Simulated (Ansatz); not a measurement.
Stepwise reaction of `[F][Hf]([F])([SH])[SH]` with hydrogen chloride, as a gas-phase model of exchange steps in deposition or etching. ΔE in kJ/mol; ΔG adds harmonic PBE0-D4 terms to CCSD(T)/CBS, at 1 bar.

Calculated with Ansatz (gas phase, PBE0-D4/def2-TZVP geometries, no zero-point term in ΔE). CCSD(T)/CBS adds triple-zeta CCSD(T) − MP2 to the extrapolated MP2 energy (def2 sets, frozen cores). This one scheme is used for every species. DFT in def2-TZVPP. B3LYP here is the variant with VWN-RPA as its local correlation; programs differ in this. Elements past krypton have def2 core potentials. For Hf outer-core shells are correlated without core-valence functions, which leaves a few kJ/mol of doubt a bond. Each species was taken in one conformer, which may not be the lowest.

```csv
step,reaction,PBE-D4,B3LYP-D4,ωB97M-V,CCSD(T)/CBS,ΔG(400 K)
1,`[F][Hf]([F])([SH])[SH]` + HCl → `[F][Hf]([F])([SH])[Cl]` + H₂S,-64.0,-70.0,-70.2,-67.7,-70.2
2,`[F][Hf]([F])([SH])[Cl]` + HCl → `[F][Hf]([F])([Cl])[Cl]` + H₂S,-63.4,-69.5,-70.1,-67.6,-63.8
```

Question: By hand: ΔE of the 2 steps together at CCSD(T)/CBS.

Answer: (-67.7) + (-67.6) = -135.3 kJ/mol, or -67.7 kJ/mol a step.

In ΔE the steps differ by no more than 0.1 kJ/mol. All are downhill at CCSD(T)/CBS. ΔG lies between -70.2 and -63.8 kJ/mol a step. PBE-D4 differs from CCSD(T)/CBS by 3.7 to 4.2 kJ/mol a step. Isolated molecules leave out the surface, adducts and barriers. Largest T1 diagnostic: 0.016.
